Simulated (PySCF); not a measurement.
Computed IR spectrum (relative IR intensity) of a molecule CH5N3OSi. The structure is a stationary point at PBE-D3(BJ)/def2-SVP. One conformer was computed; it need not be the lowest. Calculation: PySCF with PBE-D3(BJ)/def2-SVP. Frequencies are harmonic and unscaled.

Lines under 2 % of the strongest are left out, and lines within 2 cm⁻¹ are merged.

```csv
ν (cm⁻¹),relative intensity
276,11
319,2.3
347,57
380,48
416,30
493,6.1
501,6.3
634,28
713,20
769,2.7
801,2.3
877,74
882,27
960,79
1173,69
1476,37
1481,10
2199,38
2311,100
3504,14
3517,18
3607,15
3619,16
```

**Question.** Identify the compound among the candidates.
A) N[SiH](N)N=C=O
B) N[Si]1(N)N=CO1
C) N#CO[SiH](N)N

**Answer.** C, N#CO[SiH](N)N
